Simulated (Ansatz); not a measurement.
Program: Ansatz.

Input file:

```yaml
crystal:
  periodic: [false, false, false]
  atoms:
    - { symbol: C, position_ang: [-0.908539, 0.975373, -0.206708] }
    - { symbol: C, position_ang: [-0.443236, -0.456912, -0.189642] }
    - { symbol: Si, position_ang: [1.387356, -0.888267, 0.393492] }
    - { symbol: Zn, position_ang: [0.249668, -1.954847, -1.346151] }
    - { symbol: H, position_ang: [-0.908561, 1.422231, 0.798617] }
    - { symbol: H, position_ang: [-0.272307, 1.601657, -0.838593] }
    - { symbol: H, position_ang: [-1.932463, 1.060872, -0.58898] }
    - { symbol: H, position_ang: [-1.123867, -1.083658, 0.409485] }
    - { symbol: H, position_ang: [1.721412, -0.79685, 1.848319] }
    - { symbol: H, position_ang: [2.313738, 0.069201, -0.276939] }
basis:
  gaussian: { orbitals: def2-SVP }
hamiltonian:
  xc: { name: BHLYP }
  dispersion: d4
neb:
  order_check: false
  images: 9
  f_tol: 0.05
  max_iterations: 8
  final_atoms:
    - { symbol: H, position_ang: [2.23778334, -0.02268318, -0.65271588] }
    - { symbol: H, position_ang: [1.99275085, -0.63742366, 1.62408438] }
    - { symbol: H, position_ang: [-1.05063302, -1.00218598, 0.70476591] }
    - { symbol: H, position_ang: [-0.39226386, 1.50777632, -0.95641492] }
    - { symbol: H, position_ang: [-0.75153012, 1.52410459, 0.7720143] }
    - { symbol: H, position_ang: [-1.99355515, 1.04226211, -0.38111989] }
    - { symbol: Zn, position_ang: [0.00887429, -2.09499104, -1.14181555] }
    - { symbol: Si, position_ang: [1.42576518, -0.87702471, 0.26102939] }
    - { symbol: C, position_ang: [-0.47241442, -0.4624125, -0.06302756] }
    - { symbol: C, position_ang: [-0.9215761, 0.97137804, -0.1639002] }
  initial_path: idpp
```

Launched with:

```bash
$ ansatz run input.yaml --threads 2 --pin off --max-ram 3072MiB --backend cpu --events-out ev --progress --plain --runs-dir out
```

Q: What happens when this is run?

A: The input was rejected before any iteration.

```
Error: 8 input errors — fix all and re-run
  1. invalid value for `neb.final_atoms`: atom 0 is H but atom 0 of crystal.atoms is C — the final endpoint must list the same atoms in the same order
  2. invalid value for `neb.final_atoms`: atom 1 is H but atom 1 of crystal.atoms is C — the final endpoint must list the same atoms in the same order
  3. invalid value for `neb.final_atoms`: atom 2 is H but atom 2 of crystal.atoms is Si — the final endpoint must list the same atoms in the same order
  4. invalid value for `neb.final_atoms`: atom 3 is H but atom 3 of crystal.atoms is Zn — the final endpoint must list the same atoms in the same order
  5. invalid value for `neb.final_atoms`: atom 6 is Zn but atom 6 of crystal.atoms is H — the final endpoint must list the same atoms in the same order
  6. invalid value for `neb.final_atoms`: atom 7 is Si but atom 7 of crystal.atoms is H — the final endpoint must list the same atoms in the same order
  7. invalid value for `neb.final_atoms`: atom 8 is C but atom 8 of crystal.atoms is H — the final endpoint must list the same atoms in the same order
  8. invalid value for `neb.final_atoms`: atom 9 is C but atom 9 of crystal.atoms is H — the final endpoint must list the same atoms in the same order
```
